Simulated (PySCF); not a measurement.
C₂H₆FIn, SMILES [CH3][In]([F])[CH3].

Geometry: r2SCAN-D4/def2-SVP. The structure was generated by enumeration; whether it is a known compound was not checked. The def2 effective core potentials stand for the cores of In; spin–orbit coupling is left out.

These are PySCF with B3LYP/def2-TZVP values and carry that method's errors.

Symmetry labels are those of the subgroup C2 that the program uses (full group C2).

Q: List the valence orbital energies around the gap with their symmetry. (Estimate from the structure and the level; the computed values follow.)

A: 
```csv
orbital,symmetry,energy (eV)
HOMO−7,B,-11.22
HOMO−6,B,-11.14
HOMO−5,A,-11.09
HOMO−4,A,-11.06
HOMO−3,B,-9.16
HOMO−2,B,-9.09
HOMO−1,A,-8.70
HOMO,B,-7.49
LUMO,B,-1.34
LUMO+1,A,-0.88
LUMO+2,A,0.40
LUMO+3,B,0.62
```
